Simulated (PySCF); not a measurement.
# F (fluorine, neutral) across methods

[He] 2s1 2p6, 2S determinant (an excited configuration). Computed with PySCF 2.14 in aug-cc-pVTZ-DK, with scalar relativity by spin-free X2C-1e. The B2PLYP total includes its PT2 part (frozen core); its orbital energies are those of the SCF part.

```tsv
method	E (hartree)	mean ε 2s α (eV)	mean ε 2p α (eV)	mean ε 2p β (eV)	Σ⟨r²⟩ (bohr²)	⟨S²⟩
M06-L	-99.0648	-34.130	-13.281	-10.472	10.90	0.760
B3LYP	-99.1252	-34.691	-14.624	-12.182	11.02	0.756
CAM-B3LYP	-99.0987	-36.816	-16.601	-14.079	11.04	0.756
PBE	-99.0550	-31.430	-12.406	-10.651	11.08	0.754
UHF	-98.61214	-47.264	-22.378	-16.273	10.88	0.775
B2PLYP	-99.0370	-39.825	-17.767	-13.944	10.94	0.762
LDA	-98.5156	-31.122	-12.546	-10.876	11.10	0.753
r2SCAN	-99.0492	-33.418	-13.188	-10.906	10.91	0.757
PBE0	-99.0147	-35.509	-15.004	-12.357	10.95	0.756
```
